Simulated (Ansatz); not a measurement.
C2H7BSeSi (`B/C=C/[Se][SiH3]`). The species carries charge 0 and has multiplicity 1. Correlated methods include outer-core shells of Se, which these sets cover unevenly. Scalar relativity is left out up to krypton.

Z-matrix (Å, degrees):
```
Si
Se 1 2.285
H 1 1.484 2 110.4
H 1 1.482 2 105.2 3 119.5
H 1 1.484 2 110.3 3 -121.0
C 2 1.884 1 97.9 3 60.9
C 6 1.345 2 124.0 1 -179.8
H 6 1.087 2 116.1 1 0.2
B 7 1.523 6 119.0 2 -180.0
H 7 1.088 6 118.5 2 0.0
H 9 1.197 7 121.7 6 -180.0
H 9 1.199 7 118.9 6 0.0
```

(1) Give the diagnostics of a CCSD(T)/def2-TZVPP run (frozen core, Ansatz). (Estimate.)

Answers

(1) Computed: T1 = 0.0119, largest single amplitude 0.026, largest double 0.041, (T) share of the correlation energy 4.1 %, 10 CCSD cycles. The RHF solution is stable towards an unrestricted one. T1 lies under the customary mark of 0.02 for closed shells.
